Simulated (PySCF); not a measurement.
# Electron affinity of Ru by level of theory

Ru⁻ [Kr] 4d7 5s2 (4F) → Ru [Kr] 4d7 5s1 (5F), as a difference of total energies. Calculation: PySCF 2.14, in aug-cc-pVTZ-PP with ECP28MDF (6s6p5d3f2g, 88 functions); a scalar-relativistic core potential. Correlated levels: valence: 4s2 4p6 frozen. The calculations carry no spin-orbit coupling.

```tsv
method	electron affinity (eV)
UHF	-0.140
MP2 (valence)	0.563
SCS-MP2 (valence)	0.652
CCSD (valence)	0.815
CCSD(T) (valence)	0.948
```

The reference lies between the lowest fine-structure levels, while these numbers refer to the centres of the terms.

Errors of the correlated levels include the incompleteness of this basis and the frozen core.

A negative affinity means that the anion lies above the atom at that level of theory.

The coupled-cluster amplitudes are large for Ru⁻ (T1 above 0.03 or a double amplitude above 0.15), so a single reference is strained.

For comparison: 1.046 eV (measured; photodetachment measurements, as compiled on the Wikipedia data page of electron affinities).
